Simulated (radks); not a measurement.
Values are calculated unless marked as measured or tabulated.
Orbital eigenvalues (eV) of neutral indium, [Kr] 4d10 5s2 5p1, at several levels of relativity; Dirac values are averaged over j with weights 2j + 1. Spin-unpolarised spherical Kohn-Sham, PBE, point nucleus unless stated (finite: rms radius 4.6156 fm), a radial shooting solver on a logarithmic mesh with Libxc functionals. A level marked "c x" has the speed of light scaled by that factor and shares open shells by 2j + 1; other Dirac levels either fill j = l - 1/2 first or share by 2j + 1.

shell  non-rel.  scalar-rel., finite nucleus  Dirac, low j first  Dirac, c x 2  change of magnitude, last against first (%)
1s       -26797                       -27753              -27737        -27021                                        +0.83
2s      -3924.1                      -4155.5             -4151.6       -3977.9                                        +1.37
2p      -3664.7                      -3729.8             -3730.9       -3680.5                                        +0.43
3s      -741.81                      -788.53             -787.72       -752.68                                        +1.46
3p      -635.63                      -649.14             -649.30       -638.94                                        +0.52
3d      -438.93                      -432.71             -432.10       -437.31                                        -0.37
4s      -110.81                      -119.65             -119.41       -112.87                                        +1.86
4p      -76.169                      -78.131             -78.079       -76.659                                        +0.64
4d      -19.780                      -18.624             -18.452       -19.492                                        -1.46
5s      -7.6515                      -8.2110             -8.0949       -7.7780                                        +1.65
5p      -2.6012                      -2.5188             -2.4442       -2.5819                                        -0.74
